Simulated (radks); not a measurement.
Task: The hydrogen anion H-, [He], held by a Watson sphere: a shell of charge +1 at radius R that stands for the Madelung well of a crystal (potential energy -1/R inside, -1/r outside, in hartree with lengths in bohr). All-electron calculation, non-relativistic Kohn-Sham, r2SCAN, spin-polarised, spherical densities, point nucleus; meta-GGA in the generalised Kohn-Sham scheme. Program: a radial shooting solver on a logarithmic mesh with Libxc functionals.

| R (bohr) | e(1s) (eV) | <r> 1s (bohr) | sum of <r^2> (bohr^2) | X-ray form factor at sin(theta)/lambda = 0.1 1/angstrom |
|---|---|---|---|---|
| 1.52 | -8.434 | 1.611 | 6.849 | 1.575 |
| 1.8 | -7.639 | 1.715 | 7.778 | 1.528 |
| 1.82 | -7.588 | 1.722 | 7.843 | 1.524 |
| 2.14 | -6.838 | 1.828 | 8.874 | 1.475 |
| 2.43 | -6.261 | 1.912 | 9.774 | 1.435 |
| 2.52 | -6.098 | 1.937 | 10.05 | 1.423 |
| 3.14 | -5.138 | 2.084 | 11.81 | 1.353 |
| 3.27 | -4.967 | 2.111 | 12.16 | 1.341 |

Estimate the row for R = 3.28 bohr.

Result: e(1s) (eV) -4.954; <r> 1s (bohr) 2.113; sum of <r^2> (bohr^2) 12.19; X-ray form factor at sin(theta)/lambda = 0.1 1/angstrom 1.340.
